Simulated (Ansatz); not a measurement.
Input file for C2H9BGe (`C[BH][GeH2][CH3]`):

```yaml
crystal:
  periodic: [false, false, false]
  atoms:
    - {symbol: C, position_ang: [-1.121372, 1.971898, -0.755816]}
    - {symbol: B, position_ang: [-0.965240, 0.589858, -0.071627]}
    - {symbol: Ge, position_ang: [0.855903, -0.236932, 0.454582]}
    - {symbol: C, position_ang: [0.896538, -2.193869, 0.307224]}
    - {symbol: H, position_ang: [-0.241885, 2.353825, -1.276400]}
    - {symbol: H, position_ang: [-1.309977, 2.659285, 0.088306]}
    - {symbol: H, position_ang: [-2.005404, 2.057948, -1.393449]}
    - {symbol: H, position_ang: [-1.957383, -0.006536, 0.250899]}
    - {symbol: H, position_ang: [1.130661, 0.132892, 1.934169]}
    - {symbol: H, position_ang: [2.031572, 0.351827, -0.359926]}
    - {symbol: H, position_ang: [1.851808, -2.583389, 0.660218]}
    - {symbol: H, position_ang: [0.096609, -2.630216, 0.906987]}
    - {symbol: H, position_ang: [0.758572, -2.501092, -0.730367]}
basis:
  gaussian: {orbitals: def2-TZVPP}
correlation: {method: ccsd_t}
```

```sh
$ ansatz run in.yaml --threads 4 --pin off --events-out ev --progress --plain --max-ram 10444MiB
```

Log, shortened:

```
Functional definition: HF
  name "HF"
  cite "Fock, Z. Phys. 61, 126 (1930) doi:10.1007/BF01340294"
  parent pbe
  exchange = exact_x
  correlation = 0
1558 factors; integrals over basis functions are off by at most 9.9e-4 eV
mean field evaluation 1: about -59345.8048 eV, gradient 3.5e1 eV
mean field evaluation 2: about -59345.9201 eV, gradient 3.5e1 eV
mean field evaluation 4: about -59349.3184 eV, gradient 3.5e0 eV
mean field evaluation 8: about -59349.3680 eV, gradient 2.2e-1 eV
mean field -59349.36825476 eV, -2181.0490549158 hartree, gradient 7.8e-7 eV, S^2 0.000000; 0 other end points of the search recorded, 0 dependent functions left out
12 core orbitals not correlated: weight in the atoms' cores, before any rotation towards them, 1.000 or more for the frozen orbitals, at most 0.000 for the correlated occupied ones
reference -59349.36825476 eV, -2181.0490549158 hartree; 17, 17 occupied and 238, 238 virtual orbitals, 1558 factors
second order -19.69780157 eV of doubles, -0.00000000 eV of singles
cycle   1  -20.41529621 eV  change   -7.2e-1 eV  update   9.8e-2
cycle   2  -21.01301257 eV  change   -6.0e-1 eV  update   2.9e-2
cycle   3  -21.08462917 eV  change   -7.2e-2 eV  update   1.3e-2
cycle   4  -21.07956296 eV  change    5.1e-3 eV  update   3.4e-3
cycle   5  -21.07859656 eV  change    9.7e-4 eV  update   1.4e-3
cycle   6  -21.07808087 eV  change    5.2e-4 eV  update   4.7e-4
cycle   7  -21.07805276 eV  change    2.8e-5 eV  update   2.0e-4
cycle   8  -21.07808335 eV  change   -3.1e-5 eV  update   6.4e-5
cycle   9  -21.07808553 eV  change   -2.2e-6 eV  update   2.2e-5
perturbative correction -0.76353274 eV, -0.0280593108 hartree
Total energy: -59371.20987303 eV, -2181.8517195825 hartree
```

It took 4.6 min on 4 threads of an Arm Neoverse V1 on a shared host, with 6.8 GiB of host memory at the peak.

Correlation energy per correlated electron: -0.642 eV. T1 diagnostic: 0.0110.
